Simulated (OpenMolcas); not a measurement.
**Fe3+ in a point-charge field**

Fe3+ among 6 point charges of -2 e arranged as an octahedron (Oh), 1.92 Å from the ion.

| Item | Value |
| --- | --- |
| Program | OpenMolcas |
| Method | CASSCF |
| Basis | ANO-RCC-VDZP [5s4p2d1f] |
| Scalar Hamiltonian | DKH2, point nucleus |
| Active space | 5 electrons in 5 orbitals (3d) |
| State averaging | 2S+1 = 6 even, 1 root; 2S+1 = 4 even, 24 roots; 2S+1 = 2 even, 75 roots |
| Spin-orbit coupling | state interaction with AMFI integrals over the reference wave functions |

The lowest spin-free states (labels of O, the rotations of Oh), above the lowest:

```json
{"State": "6A1", "Degeneracy": "1", "E (cm-1)": "0.0", "Free-ion L (%)": "S (100)"}
{"State": "4T1", "Degeneracy": "3", "E (cm-1)": "35363", "Free-ion L (%)": "G (80)"}
{"State": "4T2", "Degeneracy": "3", "E (cm-1)": "36828", "Free-ion L (%)": "G (99)"}
{"State": "4E", "Degeneracy": "2", "E (cm-1)": "37251", "Free-ion L (%)": "G (100)"}
{"State": "4A1", "Degeneracy": "1", "E (cm-1)": "37389", "Free-ion L (%)": "G (100)"}
{"State": "4T1", "Degeneracy": "3", "E (cm-1)": "44881", "Free-ion L (%)": "P (80)"}
{"State": "4T2", "Degeneracy": "3", "E (cm-1)": "45580", "Free-ion L (%)": "D (97)"}
{"State": "4E", "Degeneracy": "2", "E (cm-1)": "46499", "Free-ion L (%)": "D (100)"}
{"State": "2T2", "Degeneracy": "3", "E (cm-1)": "50537", "Free-ion L (%)": "I (76)"}
{"State": "2A2", "Degeneracy": "1", "E (cm-1)": "51468", "Free-ion L (%)": "I (86)"}
{"State": "2T1", "Degeneracy": "3", "E (cm-1)": "51900", "Free-ion L (%)": "I (90)"}
{"State": "2T2", "Degeneracy": "3", "E (cm-1)": "52129", "Free-ion L (%)": "I (92)"}
{"State": "2E", "Degeneracy": "2", "E (cm-1)": "52530", "Free-ion L (%)": "I (98)"}
{"State": "2A1", "Degeneracy": "1", "E (cm-1)": "53161", "Free-ion L (%)": "I (100)"}
{"State": "2T2", "Degeneracy": "3", "E (cm-1)": "57387", "Free-ion L (%)": "D (54)"}
{"State": "2E", "Degeneracy": "2", "E (cm-1)": "58913", "Free-ion L (%)": "D (83)"}
{"State": "2T1", "Degeneracy": "3", "E (cm-1)": "60850", "Free-ion L (%)": "F (82)"}
{"State": "4T1", "Degeneracy": "3", "E (cm-1)": "61977", "Free-ion L (%)": "F (99)"}
{"State": "2A2", "Degeneracy": "1", "E (cm-1)": "62298", "Free-ion L (%)": "F (86)"}
{"State": "2T2", "Degeneracy": "3", "E (cm-1)": "62545", "Free-ion L (%)": "F (41)"}
```

The lowest levels with spin-orbit coupling:

| E (cm-1) | Degeneracy | Label | 2S+1 | g |
| --- | --- | --- | --- | --- |
| 0.0 | 6 |  | 6 |  |
| 35310 | 2 | Γ7 | 4 | 2.30 2.30 2.30 |
| 35328 | 4 | Γ8 | 4 |  |
| 35368 | 4 | Γ8 | 4 |  |
| 35414 | 2 | Γ6 | 4 | 2.91 2.91 2.91 |
| 36719 | 2 | Γ7 | 4 | 1.72 1.72 1.72 |
| 36791 | 4 | Γ8 | 4 |  |
| 36879 | 2 | Γ6 | 4 | 3.99 3.99 3.99 |
| 36885 | 4 | Γ8 | 4 |  |
| 37244 | 2 | Γ7 | 4 | 2.14 2.14 2.14 |
| 37250 | 4 | Γ8 | 4 |  |
| 37259 | 2 | Γ6 | 4 | 1.62 1.62 1.62 |
| 37388 | 4 | Γ8 | 4 |  |
| 44434 | 4 | Γ8 | 4 |  |
| 44604 | 2 | Γ7 | 4 | 2.44 2.44 2.44 |
| 44638 | 4 | Γ8 | 4 |  |
| 44810 | 2 | Γ6 | 4 | 2.31 2.31 2.31 |
| 45524 | 2 | Γ6 | 4 | 1.49 1.49 1.49 |
| 45716 | 4 | Γ8 | 4 |  |
| 45824 | 2 | Γ7 | 4 | 4.20 4.20 4.20 |

Powder χT (cm3 K/mol): 4.39 at 2 K, 4.39 at 10 K, 4.39 at 50 K, 4.39 at 100 K, 4.39 at 200 K, 4.39 at 300 K. The effective moment at 300 K is 2.828 √(χT) = 5.92 μB.

The lowest level has 2S+1 = 6, for which the spin-only value is χT = S(S+1) / 2 = 4.375 cm3 K/mol (g = 2). The computed 4.386 at 300 K differs by +0.011, little more than the free-electron g of 2.0023 accounts for.

A least-squares ligand-field fit to the states below 45000 cm-1, each weighted by its degeneracy and with a free common offset, gives 10Dq = 4330 cm-1, B = 1177 cm-1 and C = 5096 cm-1 (C/B = 4.33), with an rms deviation of 54 cm-1.

Without dynamic correlation the repulsion within the d shell is too large (B by tens of per cent), so at a given field states of lower spin stand too high. This field is weak: 10Dq is about 4330 cm-1, while octahedral complexes of 3d ions of charge 3 and more, computed by the same method with explicit ligands, had a median near 15000 cm-1. Ground spin and moment need not be those of a real site. This is an electrostatic model: the charges have no orbitals. No measured value stands beside these numbers.
